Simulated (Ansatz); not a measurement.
```xyz
3

O     0.0000    0.0000    0.0000
H     0.0000    1.6037    1.1112
H     0.0000   -1.6037    1.1112
```

Basis set: pcseg-2 (spherical functions). Charge 0, multiplicity 1.

Computed with Ansatz (development build ahead of 0.2.0); each method stands on the lowest determinant of its kind that the runs found.

(1) Give the atomization energy at this shape (free ground-state atoms in the same class of orbitals less the molecule, no zero-point energy) of singlet H2O by PBE (unrestricted), RHF.

Results:

(1)

```json
{"method": "PBE (unrestricted)", "atomization energy": "1.59 eV"}
{"method": "RHF", "atomization energy": "-5.23 eV"}
```

Caution: the shape is not the minimum. Caution for PBE (unrestricted): the unrestricted determinant is a mixture of spin states. Caution for RHF: stretched shape with no unrestricted run beside it, a lower state can exist; the molecule lies well above its atoms at this level.
